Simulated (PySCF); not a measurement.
Two-component Hartree-Fock for Co⁺ (cobalt, charge +1)

Start: [Ar] 3d8; 3d3/2 filled at m_j = -1/2, +1/2, +3/2; 3d5/2 filled at m_j = -3/2, -1/2, +1/2, +3/2, +5/2. Calculated with PySCF 2.14 in x2c-TZVPall-2c with one added diffuse shell each of s, p, d type (7s8p5d1f, 63 functions): generalised Hartree-Fock with the X2C-1e Hamiltonian and a Gaussian nucleus; one run each with spin-orbit coupling (SO) switched off, then screened by Boettger's factors. This is a chosen level, not necessarily the ground level.

```csv
spinor shell,electrons,"ε, spin-free (eV)","ε, screened SO (eV)",weight of nominal j (screened SO),"rms radius, screened SO (bohr)"
1s1/2,2,-7779.3,-7779.1,1.000,0.0649
2s1/2,2,-967.00,-966.95,1.000,0.276
2p1/2,2,-824.75,-835.26,0.998,0.247
3s1/2,2,-128.02,-128.00,1.000,0.837
3p1/2,2,-85.166,-88.622,0.773,0.893
3p3/2,4,-85.166,-83.435,0.886,0.903
3d5/2,5,-19.906,-20.255,0.624,1.26
3d3/2,3,-19.906,-19.322,0.646,1.29
```

Task: Where does 2p3/2 lie, and what is the 2p spin-orbit splitting (screened SO)?

Result: At -819.56 eV, 15.696 eV above 2p1/2.

```json
{"quantity": "E (hartree)", "spin-free": "-1391.54731", "screened SO": "-1391.57611"}
{"quantity": "M_J", "spin-free": "4", "screened SO": "4"}
{"quantity": "⟨J²⟩", "spin-free": "20.014", "screened SO": "20.014"}
{"quantity": "⟨L²⟩", "spin-free": "12.007", "screened SO": "12.012"}
{"quantity": "⟨S²⟩", "spin-free": "2.007", "screened SO": "2.006"}
```

Each row is a mean over spinors that exchange with the open shell spreads, by up to 9.793 eV (3p3/2).

Rows whose weight is well below 1 are mixtures of j = l ± 1/2: exchange outweighs spin-orbit coupling there, and the label is only the starting occupation.

Without spin-orbit coupling the j labels of p, d and f shells carry no meaning; the spin-free column gives the mean over the occupied spinors of each nl shell.
